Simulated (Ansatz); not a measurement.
Reaction (ligand exchange at a B–F bond): `FB(S)Cl` + silanol → `[SiH3]OB(S)Cl` + H–F

Computed with Ansatz on PBE0-D4/def2-TZVP structures; ΔE is electronic, products minus reactants. CCSD(T)/CBS adds triple-zeta CCSD(T) − MP2 to the extrapolated MP2 energy (def2 sets, frozen cores). This one scheme is used for every species. Functionals use def2-TZVPP. HSE06 is defined as in plane-wave codes. Each species was taken in one conformer, which may not be the lowest.

(1) Is it downhill or uphill in electronic energy at CCSD(T)/CBS, and by how much? (Best estimate.)

(2) What do these levels give: BLYP-D4, r2SCANh-D4, r2SCAN0-D4, HSE06-D4, CAM-B3LYP-D4, ωB97X-V, BHLYP, LC-ωPBE, MP2/def2-SVP, CCSD/def2-SVP, CCSD(T)/def2-SVP, CCSD/def2-TZVPP? (An estimate is asked.)

Largest T1 diagnostic among the species: 0.012.

Answers

(1) Ansatz gave: Nearly level: ΔE = +0.6 kJ/mol.

(2) Computed: BLYP-D4 7.6, r2SCANh-D4 10.5, r2SCAN0-D4 8.4, HSE06-D4 6.0, CAM-B3LYP-D4 8.9, ωB97X-V 9.9, BHLYP 14.1, LC-ωPBE 12.8, MP2/def2-SVP 8.8, CCSD/def2-SVP 11.1, CCSD(T)/def2-SVP 10.6, CCSD/def2-TZVPP 6.2 kJ/mol.

From BLYP to BHLYP (50 % exact exchange), in def2-TZVPP and without D4, ΔE moves by −7.7 kJ/mol. Leaving LDA and LC-ωPBE aside and taking each functional with its dispersion term where it has one, the values, not all of them listed here, spread over 12.0 kJ/mol, from BHLYP-D4 to B97M-V. LDA lies −7.4 kJ/mol from PBE without D4.
